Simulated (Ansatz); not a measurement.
Coupled-cluster diagnostics for PbMe4 (C₄H₁₂Pb), Ansatz.

Geometry of the singlet (B3LYP-D4/def2-SVP):

Cartesian coordinates in Å:
```
Pb 0.0001 0.0001 -0.0001
C -1.7591 -0.8058 1.1858
H -1.4123 -1.1239 2.1790
H -2.1936 -1.6637 0.6541
H -2.5159 -0.0164 1.2942
C -0.6851 0.5459 -2.0937
H 0.1457 1.0188 -2.6358
H -1.5298 1.2459 -2.0287
H -1.0000 -0.3649 -2.6220
C 1.6188 -1.5860 -0.1230
H 2.4233 -1.2342 -0.7838
H 1.1885 -2.5134 -0.5261
H 2.0215 -1.7722 0.8824
C 0.8254 1.8459 1.0308
H 1.0627 1.6030 2.0759
H 0.0731 2.6464 0.9993
H 1.7366 2.1747 0.5119
```

In the def2 sets Pb takes a core potential; there is no spin–orbit coupling. Correlated methods freeze 8 core orbitals; core or outer-core shells of Pb are correlated, in sets that lack core-valence functions.

**Question.** Estimate the CCSD(T) correlation energy, the shares of MP2 and (T), T1 and the reference's ⟨S²⟩ for: charge 0, singlet, own geometry in def2-SVP; charge 1, doublet, vertical in def2-SVP; and the rough time on 4 threads of Intel Xeon on a shared host.

**Answer.** 
| state | basis | correlation (eV) | MP2 share (%) | (T) share (%) | T1 | ⟨S²⟩ (pure) | wall time |
| --- | --- | --- | --- | --- | --- | --- | --- |
| charge 0, singlet, own geometry | def2-SVP | -22.210 | 88.0 | 3.1 | 0.009 | 0.00 (0.00) | 27 s |
| charge 1, doublet, vertical | def2-SVP | -21.427 | 87.0 | 3.1 | 0.012 | 0.77 (0.75) | 1.8 min |
Customary marks for T1 are 0.02 (closed shells), 0.045 (open shells) and about 0.05 (3d metals). T1 stays under 0.02 throughout.
